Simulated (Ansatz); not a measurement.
Reactions of `[SiH3]C([SiH3])I`.

Gas-phase electronic energies from Ansatz, PBE0-D4/def2-TZVP geometries. CCSD(T)/CBS is the MP2 limit (def2-TZVPP, def2-QZVPP) plus CCSD(T) − MP2 in def2-TZVPP, frozen cores. This one scheme is used for every species. DFT in def2-TZVPP. B3LYP here is the variant with VWN-RPA as its local correlation; programs differ in this. def2 core potentials past Kr. For Ga, Ge, I outer-core shells are correlated without core-valence functions, which leaves a few kJ/mol of doubt a bond. Scalar relativity is left out up to krypton. Each species was taken in one conformer, which may not be the lowest.

| reaction | CCSD(T)/CBS(def2) (kcal/mol) |
| --- | --- |
| `[SiH3]C([SiH3])I` + `O[SiH](Cl)Cl` → `O[Si]([SiH3])(Cl)Cl` + `[SiH3]CI` | 2.4 |
| `[SiH3]C([SiH3])I` + `O[Si](O)(F)O[SiH3]` → `O[Si](F)(O[SiH3])O[SiH3]` + `[SiH3]CI` | -22.8 |
| `[SiH3]C([SiH3])I` + `CO[SiH](N)O` → `CO[Si](N)(O)[SiH3]` + `[SiH3]CI` | 3.8 |
| `[SiH3]C([SiH3])I` + HCl → `[SiH3]C(Cl)I` + SiH₄ | 20.8 |
| `[SiH3]C([SiH3])I` + `[NH2][GaH][SiH3]` → `[SiH3][NH][GaH][SiH3]` + `[SiH3]CI` | -11.1 |
| `[SiH3]C([SiH3])I` + `CC(N)S` → `CC(S)N[SiH3]` + `[SiH3]CI` | -11.0 |
| `[SiH3]C([SiH3])I` + `OB(O)[SiH3]` → `OB([SiH3])O[SiH3]` + `[SiH3]CI` | ? |
| `[SiH3]C([SiH3])I` + `C=C[SiH2]O` → `C=C([SiH3])[SiH2]O` + `[SiH3]CI` | ? |
| `[SiH3]C([SiH3])I` + `[AlH2][GeH3]` → `[SiH3][AlH][GeH3]` + `[SiH3]CI` | ? |

Task: Fill in the missing values. (Estimate.)

Result: Computed: `[SiH3]C([SiH3])I` + `OB(O)[SiH3]` → `OB([SiH3])O[SiH3]` + `[SiH3]CI`: -21.9 kcal/mol; `[SiH3]C([SiH3])I` + `C=C[SiH2]O` → `C=C([SiH3])[SiH2]O` + `[SiH3]CI`: +0.8 kcal/mol; `[SiH3]C([SiH3])I` + `[AlH2][GeH3]` → `[SiH3][AlH][GeH3]` + `[SiH3]CI`: -0.3 kcal/mol.

Largest T1 diagnostic: 0.015, for `[NH2][GaH][SiH3]`.
